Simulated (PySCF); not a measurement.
Geometry:
```
atom   x (Å)   y (Å)   z (Å)
 Al1   0.645   1.120   0.011
 Cl2   2.746   1.172   0.040
 Cl3  -0.327   2.982  -0.061
 Si4  -0.574  -0.984   0.013
  H5  -1.910  -0.821   0.663
  H6   0.204  -2.037   0.734
  H7  -0.783  -1.432  -1.400
```

Geometry: PBE0-D3(BJ)/def2-SVP; GIAO absolute shieldings from PySCF 2.14.0 with density-fitted response routines, gas phase, non-relativistic, averaged over equivalent atoms.

At PBE/pcSseg-1 (pcSseg-2 on Al) (130 basis functions, 12 s wall time on 1 thread of an x86-64 server CPU, shared host):
| atoms | σ (ppm) |
| --- | --- |
| Al1 | 340.0 |
| Cl2/Cl3 | 778.1 |
| Si4 | 465.0 |
| H5/H6/H7 | 27.82 |

What do these become at PBE0/pcSseg-1 (pcSseg-2 on Al)?

Answers


```tsv
atoms	σ at PBE0/pcSseg-1 (pcSseg-2 on Al)	change
Al1	354.7	+14.7
Cl2/Cl3	822.3	+44.2
Si4	476.9	+11.9
H5/H6/H7	27.92	+0.10
```

The largest change is at Cl2/Cl3 (chlorine bonded to Al). Cost: 130 basis functions, 12 s wall time on 1 thread of an x86-64 server CPU, shared host.
